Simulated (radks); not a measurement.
Results of a calculation; reference values are marked as such.
Problem. Sc V, 17 electrons, occupied as [Ne] 3s2 3p5. Level of theory: scalar-relativistic Kohn-Sham, PBE, spin-polarised, spherical densities, finite nucleus; open shells are filled with parallel spins first; Fermi nuclear charge, rms radius 3.5459 fm (a radial shooting solver on a logarithmic mesh with Libxc functionals). Some entries of the table are withheld. Estimate them.

orbital  occ.  eigenvalue (hartree)  r(max) (bohr)
1s up       1             -163.6936        0.04780
1s down     1             -163.6804        0.04780
2s up       1             -19.50453         0.2834
2s down     1             -19.49382         0.2835
2p up       3             -16.34815         0.2322
2p down     3             -16.33228         0.2323
3s up       1              -3.91071         0.9099
3s down     1              -3.85175         0.9104
3p up       3                   (1)         0.9387
3p down     2                   (2)         0.9398

Solution. 
(1) 3p up eigenvalue (hartree): -3.09089
(2) 3p down eigenvalue (hartree): -3.03437
